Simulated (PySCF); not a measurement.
## Spinor energies of Bi⁵⁶⁺ (bismuth, charge +56)

Start: [Ar] 3d9; 3d3/2 filled at m_j = -1/2, +1/2, +3/2; 3d5/2 filled at m_j = -5/2, -3/2, -1/2, +1/2, +3/2, +5/2. Calculated with PySCF 2.14 in an even-tempered Gaussian basis (15 s from 16 bohr⁻², ratio 2.8; 13 p from 21 bohr⁻², ratio 2.8; 8 d from 21 bohr⁻², ratio 2.8; 3 f from 77 bohr⁻², ratio 3): generalised Hartree-Fock with the X2C-1e Hamiltonian and a Gaussian nucleus; one run each with spin-orbit coupling (SO) screened by Boettger's factors, then bare. This is a chosen level, not necessarily the ground level.

```
spinor shell  electrons  ε, screened SO (eV)  ε, bare SO (eV)  weight of nominal j (bare SO)  rms radius, bare SO (bohr)
       1s1/2          2             -94422.5         -94420.6                          1.000                      0.0178
       2s1/2          2             -19830.8         -19830.4                          1.000                      0.0716
       2p1/2          2             -19176.2         -19229.0                          1.000                      0.0602
       2p3/2          4             -16842.7         -16827.9                          1.000                      0.0688
       3s1/2          2              -7152.5          -7152.4                          1.000                       0.179
       3p1/2          2              -6862.2          -6874.7                          1.000                       0.170
       3p3/2          4              -6306.2          -6302.7                          1.000                       0.187
       3d3/2          3              -5874.8          -5885.3                          1.000                       0.160
       3d5/2          6              -5755.8          -5749.6                          1.000                       0.165
```

```json
{"quantity": "E (hartree)", "screened SO": "-18926.21761", "bare SO": "-18928.16469"}
{"quantity": "M_J", "screened SO": "3/2", "bare SO": "3/2"}
{"quantity": "⟨J²⟩", "screened SO": "3.750", "bare SO": "3.750"}
{"quantity": "⟨L²⟩", "screened SO": "6.102", "bare SO": "6.109"}
{"quantity": "⟨S²⟩", "screened SO": "0.852", "bare SO": "0.858"}
```

Each row is a mean over spinors that exchange with the open shell spreads, by up to 29.016 eV (3p1/2).

Breit and QED terms are absent; they matter most for the inner s and p1/2 levels.

Densities and radii are taken from the X2C orbitals without a picture-change correction, which distorts them close to the nucleus.
